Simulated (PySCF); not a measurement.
# Polarisability and C₆ of Sn (tin, neutral)

[Kr] 4d10 5s2 5p2, high-spin 3P determinant. All numbers are calculated (PySCF 2.14, the spin-free X2C one-electron Hamiltonian (Gaussian nucleus), in aug-cc-pVQZ-DK3 (9s8p6d3f2g, 102 functions)). Coupled (time-dependent) response in atomic units; α is the mean over directions.

```tsv
method	mean α (bohr³)	α xx, yy, zz	C₆ (like pair)	S(−4)
UHF	57.17	46.95, 62.28, 62.28	633.0	1131
PBE	62.17	48.44, 69.04, 69.04	678.3	1649
PBE0	58.78	46.85, 64.75, 64.75	640.4	1349
B3LYP	59.63	47.00, 65.94, 65.94	644.5	1462
```

S(−4) is the Cauchy moment in α(ω) = α(0) + S(−4) ω² + …

Reference α: 53 ± 6 bohr³ (recommended; Schwerdtfeger and Nagle, table of static dipole polarizabilities (2023 update)). Published C₆: 659.0 (Chu and Dalgarno (2004); Tang, Norbeck and Certain (1976)).

Spin-orbit coupling is absent.

α(iu) at B3LYP:

```json
{"u (hartree)": "0", "α(iu) (bohr³)": "59.63"}
{"u (hartree)": "0.0500", "α(iu) (bohr³)": "56.27"}
{"u (hartree)": "0.100", "α(iu) (bohr³)": "48.74"}
{"u (hartree)": "0.200", "α(iu) (bohr³)": "33.72"}
{"u (hartree)": "0.300", "α(iu) (bohr³)": "23.61"}
{"u (hartree)": "0.500", "α(iu) (bohr³)": "13.15"}
{"u (hartree)": "0.750", "α(iu) (bohr³)": "7.737"}
{"u (hartree)": "1.00", "α(iu) (bohr³)": "5.250"}
{"u (hartree)": "1.50", "α(iu) (bohr³)": "3.031"}
{"u (hartree)": "2.00", "α(iu) (bohr³)": "2.035"}
{"u (hartree)": "3.00", "α(iu) (bohr³)": "1.121"}
{"u (hartree)": "5.00", "α(iu) (bohr³)": "0.4857"}
```

A single London oscillator, α(iu) = α/(1 + u²/ω²), gives C₆ = (3/4) ω α². Matching the computed C₆ needs ω = 4 × 644.5 / (3 × 59.63²) = 0.242 hartree.

The components differ because the open shell of this determinant is not spherical; for a pure term their mean is the scalar polarisability.
